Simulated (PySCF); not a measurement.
# What the low excited states add to the polarisability

Compound: C₂H₈Si₂.
InChI=1S/C2H8Si2/c3-1-2-4/h1-2H,3-4H3/b2-1-

Method used: TDDFT CAM-B3LYP/def2-SVPD, vertical, gas phase, core orbitals frozen in the response in PySCF. Isolated species at its PBE0-D3(BJ)/def2-SVP geometry, gas phase.

Computed singlets:

```
state  E (eV)       f
   S1    5.84  0.0035
   S2    6.43   0.368
   S3    7.23  0.0038
   S4    7.55  0.0040
   S5    7.77   0.013
   S6    7.90  0.0082
   S7    7.94  0.0009
   S8    7.99   0.023
   S9    8.25   0.021
  S10    8.29   0.034
```

**Question.** Build the mean polarisability up from these states and compare it with the full response value.

**Answer.** Each state adds f / ΔE² (ΔE in hartree, 27.2114 eV).

| state | f/ΔE² (au) | running sum (au) | running share of α (%) |
| --- | --- | --- | --- |
| S1 | 0.08 | 0.08 | 0.1 |
| S2 | 6.59 | 6.67 | 8.2 |
| S3 | 0.05 | 6.72 | 8.2 |
| S4 | 0.05 | 6.77 | 8.3 |
| S5 | 0.15 | 6.93 | 8.5 |
| S6 | 0.10 | 7.02 | 8.6 |
| S7 | 0.01 | 7.04 | 8.6 |
| S8 | 0.26 | 7.30 | 9.0 |
| S9 | 0.23 | 7.53 | 9.2 |
| S10 | 0.37 | 7.90 | 9.7 |

The full response gives 81.55 au (12.08 Å³), so 73.7 au comes from the higher roots of the same equations.

**Question.** By how much does the contribution of these states grow at 589.3 nm?

**Answer.** With ω = 0.0773 hartree each state's term in the mean polarisability goes from f / ΔE² to f / (ΔE² − ω²); the sum over all 10 states goes from 7.90 to 8.79 au, a rise of 0.89 au.

The largest single term belongs to S2, which also has the largest f.
